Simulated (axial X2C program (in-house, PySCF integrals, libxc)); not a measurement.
## Testing model relations on CaF⁺

A bond curve at the CCSD(T) level, 2c, was computed with an in-house relativistic program for diatomic molecules (basis Ca dyall-cv3z [11s12p6d4f], F dyall-av3z [7s6p3d2f] (cores contracted in-house)) for the state Ω = 0 (closed shell). Its fit gives Re = 1.9155 Å, ωe = 656.1 cm⁻¹, ωexe = 2.59 cm⁻¹ and αe = 2.126e-03 cm⁻¹; the masses are 39.9626 and 18.9984 u. Two-component means X2C with spin–orbit coupling and atomic mean-field Coulomb and Gaunt terms.

Correlated methods: 8 electrons correlated (number of frozen shells: Ca 3 s, 2 p; F 1 s), 250 virtual spin orbitals or spinors in MP2, 86 natural virtuals in coupled cluster.

Q: Find the reduced mass, Be and the force constant.

A: From the CCSD(T) values: μ = 12.8767 u. Be = 16.8576/(μ Re²) = 0.3568 cm⁻¹. k = 5.8918×10⁻⁷ μ ωe² = 3.27 mdyn/Å.

Q: Estimate the centrifugal constant by the Kratzer relation.

A: D = 4Be³/ωe² = 4.22e-07 cm⁻¹.

Q: A Morse curve ties αe to the other constants (Pekeris). How well does that hold?

A: αe(Morse) = 6Be²/ωe × (√(ωexe/Be) − 1) = 1.972e-03 cm⁻¹; the CCSD(T) curve gives 2.126e-03 cm⁻¹, a ratio of 0.93.

Q: Estimate De from a Morse curve and compare with the computed well depth of 5.697 eV to Ca+ + F.

A: De(Morse) = ωe²/(4ωexe) = 5.152 eV against 5.697 eV computed, a ratio of 0.90. For De the Morse form works well here.

Q: Where do the fundamental and the first overtone lie?

A: ν(1←0) = ωe − 2ωexe = 650.9 cm⁻¹; ν(2←0) = 2ωe − 6ωexe = 1296.7 cm⁻¹.

One determinant describes the state; a PBE0 search over occupations chose it and may have missed a lower one. De is counted from the lowest determinant-based energies of the atoms at the same level, without counterpoise correction. CCSD and (T) use frozen natural virtuals with an MP2 correction for the truncation; (T) itself is uncorrected, so its De runs slightly low. The outer-core s and p shells of the metal are frozen in the correlated rows, which leaves out core–valence correlation; for alkali and alkaline-earth bonds that tends to lengthen them.
